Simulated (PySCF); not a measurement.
A geometry optimisation, step by step.

Y(SMe)3, C3H9S3Y (singlet state).
Bonds: Y1–S2, Y1–S7, Y1–S12, S2–C3, S7–C8, S12–C13. Hydrogens: H4, H5, H6 on C3; H9, H10, H11 on C8; H14, H15, H16 on C13.

Method: PBE0-D3(BJ)/def2-SVP geometry optimisation, gas phase, def2 core potentials past Kr (PySCF 2.14.0); density fitting, grid level 1; the optimiser is geomeTRIC in internal coordinates, started from a GFN2-xTB structure with every atom displaced at random (about 0.03 Å). 6 of its 31 geometries are shown. The frame can shift and turn from step to step; on so coarse a grid that alone can change the energy by a few meV, and forces under 0.02 eV/Å are noise.

Step 0: E = -36781.2813 eV, largest atomic force 9.731 eV/Å
```
atom  x, y, z in Å  |  force x, y, z in eV/Å
Y1      0.346    1.071    1.661   -0.162  -0.421  -2.329
S2      2.427   -0.287    0.881   -0.852   0.574   0.304
C3      1.792   -0.262   -0.873    9.223   3.097   0.191
H4      0.943   -0.666   -0.910   -7.830  -3.332  -0.478
H5      2.531   -0.898   -1.446   -0.658   0.543   0.405
H6      1.867    0.783   -1.233   -0.416  -0.509  -0.083
S7      0.130    2.815   -0.471    0.370  -0.616   1.571
C8     -1.375    2.125   -1.208   -1.555  -0.273   3.473
H9     -1.350    1.037   -1.166    0.035  -0.357  -0.443
H10    -1.507    2.499   -2.171   -0.204   0.682  -2.155
H11    -2.310    2.411   -0.579    1.302  -0.229  -1.035
S12    -1.445   -0.790    0.928   -0.162   2.430  -0.219
C13    -0.684   -2.233    1.543    1.778  -1.174   1.561
H14     0.426   -2.157    1.437   -0.400  -0.187  -0.144
H15    -0.993   -3.153    1.024   -0.254   0.085   0.090
H16    -0.833   -2.328    2.652   -0.215  -0.314  -0.710
```

Step 6: E = -36782.8552 eV, largest atomic force 0.361 eV/Å
```
atom  x, y, z in Å  |  force x, y, z in eV/Å
Y1      0.226    0.934    0.996    0.091  -0.144   0.044
S2      2.522   -0.159    1.025   -0.036   0.060   0.133
C3      2.658   -0.624   -0.737   -0.113  -0.169  -0.298
H4      1.832   -1.287   -1.063    0.183   0.146   0.117
H5      3.601   -1.176   -0.868   -0.059   0.021   0.025
H6      2.685    0.258   -1.395   -0.004  -0.016   0.050
S7     -0.060    2.583   -0.882    0.000   0.168  -0.102
C8     -1.867    2.630   -1.182   -0.043  -0.016   0.131
H9     -2.305    1.621   -1.162   -0.041   0.015   0.024
H10    -2.036    3.053   -2.180   -0.006   0.027  -0.046
H11    -2.377    3.270   -0.443    0.059  -0.080  -0.099
S12    -1.654   -0.748    1.119    0.033  -0.113   0.028
C13    -0.916   -2.353    1.632   -0.089   0.217  -0.021
H14     0.102   -2.465    1.236    0.010  -0.045   0.026
H15    -1.555   -3.157    1.242    0.022  -0.018   0.012
H16    -0.890   -2.413    2.729   -0.007  -0.052  -0.024
```

Step 12: E = -36782.9973 eV, largest atomic force 0.266 eV/Å
```
atom  x, y, z in Å  |  force x, y, z in eV/Å
Y1      0.231    0.146    0.047   -0.014  -0.098   0.059
S2      2.436   -1.115    0.132   -0.006   0.036  -0.008
C3      3.389   -0.227   -1.161   -0.062   0.054  -0.221
H4      2.914   -0.305   -2.159    0.113  -0.023   0.240
H5      4.385   -0.690   -1.223   -0.028   0.011  -0.010
H6      3.526    0.838   -0.920    0.001  -0.034   0.023
S7     -0.017    2.273   -1.277   -0.057   0.031  -0.025
C8     -1.832    2.322   -1.010    0.100   0.021  -0.127
H9     -2.222    1.422   -0.499   -0.036   0.041   0.084
H10    -2.331    2.377   -1.987   -0.013   0.036   0.012
H11    -2.097    3.208   -0.415   -0.011  -0.077  -0.010
S12    -1.906   -0.741    1.083   -0.102   0.046   0.023
C13    -1.655   -2.165    2.191    0.062   0.005  -0.082
H14    -0.594   -2.442    2.279   -0.004  -0.028   0.042
H15    -2.214   -3.025    1.799    0.016  -0.002   0.008
H16    -2.048   -1.909    3.185    0.042  -0.018  -0.006
```

Step 18: E = -36783.0437 eV, largest atomic force 0.257 eV/Å
```
atom  x, y, z in Å  |  force x, y, z in eV/Å
Y1     -0.238   -0.145   -0.246   -0.130   0.106   0.073
S2      2.008   -1.210    0.247    0.215   0.025  -0.002
C3      3.203   -0.138   -0.657   -0.140  -0.063   0.197
H4      3.036   -0.179   -1.736   -0.009   0.006  -0.179
H5      4.213   -0.511   -0.446    0.027  -0.020   0.011
H6      3.143    0.906   -0.318   -0.002  -0.017  -0.003
S7     -0.312    1.742   -1.917   -0.005  -0.036  -0.001
C8     -1.873    2.304   -1.127   -0.038  -0.163  -0.181
H9     -2.068    1.849   -0.135    0.035   0.022   0.073
H10    -2.735    2.049   -1.762    0.034   0.091  -0.012
H11    -1.831    3.391   -0.993   -0.011   0.036   0.086
S12    -2.221   -0.704    1.235    0.049   0.084  -0.102
C13    -1.247   -2.108    1.874   -0.098  -0.231  -0.055
H14    -0.204   -2.153    1.495    0.054   0.088   0.050
H15    -1.719   -3.057    1.582   -0.046   0.016   0.047
H16    -1.190   -2.069    2.971    0.064   0.054  -0.003
```

Step 24: E = -36783.0759 eV, largest atomic force 0.049 eV/Å
```
atom  x, y, z in Å  |  force x, y, z in eV/Å
Y1     -0.189   -0.064   -0.151    0.005   0.021  -0.005
S2      1.981   -1.311    0.277    0.015   0.032  -0.002
C3      3.165   -0.258   -0.653    0.007  -0.022  -0.010
H4      2.966   -0.273   -1.734   -0.009  -0.005  -0.001
H5      4.174   -0.659   -0.488    0.001  -0.020   0.013
H6      3.156    0.784   -0.299   -0.014  -0.012   0.000
S7     -0.144    1.770   -1.875    0.018  -0.030  -0.007
C8     -1.765    2.300   -1.217   -0.048   0.003   0.011
H9     -2.128    1.696   -0.356    0.017  -0.009  -0.010
H10    -2.535    2.228   -1.998    0.000   0.007   0.002
H11    -1.705    3.339   -0.868    0.005   0.020   0.004
S12    -2.241   -0.589    1.226    0.018   0.011  -0.012
C13    -1.338   -2.014    1.933   -0.001  -0.028  -0.022
H14    -0.294   -2.113    1.566   -0.002   0.032   0.006
H15    -1.856   -2.950    1.679   -0.017  -0.008   0.022
H16    -1.279   -1.921    3.025    0.004   0.008   0.011
```

Step 30: E = -36783.0788 eV, largest atomic force under 0.02 eV/Å
```
atom  x, y, z in Å  |  force x, y, z in eV/Å
Y1     -0.207   -0.028   -0.220   -0.002   0.002   0.006
S2      1.920   -1.328    0.264    0.001   0.001  -0.005
C3      3.228   -0.465   -0.685   -0.002  -0.003   0.003
H4      3.071   -0.559   -1.769    0.000  -0.003  -0.004
H5      4.189   -0.933   -0.434   -0.003  -0.001  -0.002
H6      3.288    0.600   -0.420   -0.001  -0.002  -0.005
S7     -0.181    1.789   -1.960    0.003   0.002  -0.004
C8     -1.744    2.381   -1.214    0.015   0.002  -0.002
H9     -2.094    1.772   -0.352   -0.003   0.002   0.006
H10    -2.551    2.363   -1.959   -0.004  -0.002   0.002
H11    -1.617    3.408   -0.846   -0.001  -0.001   0.000
S12    -2.261   -0.510    1.167   -0.004  -0.005  -0.004
C13    -1.405   -1.905    1.986    0.001   0.007   0.007
H14    -0.355   -2.037    1.654    0.000  -0.002  -0.001
H15    -1.938   -2.844    1.783   -0.001   0.002   0.003
H16    -1.376   -1.738    3.072    0.002   0.003   0.001
```

Q: Summarise the path.

A: The energy falls by 1.7976 eV from step 0 to step 30; nine tenths of that is first reached at step 10. It rises by more than 0.2 meV at steps 18 and 22. The largest force goes from 9.731 to under 0.02 eV/Å. Among the bonds Y1–S7 changes most, from 2.764 to 2.515 Å; the atoms move by 1.389 Å rms after alignment.

What follows is the cost of the whole optimisation. Hardware: an Arm Neoverse V2 with one thread, on a shared host. Cost: 10 min, 0.74 GiB resident at most.
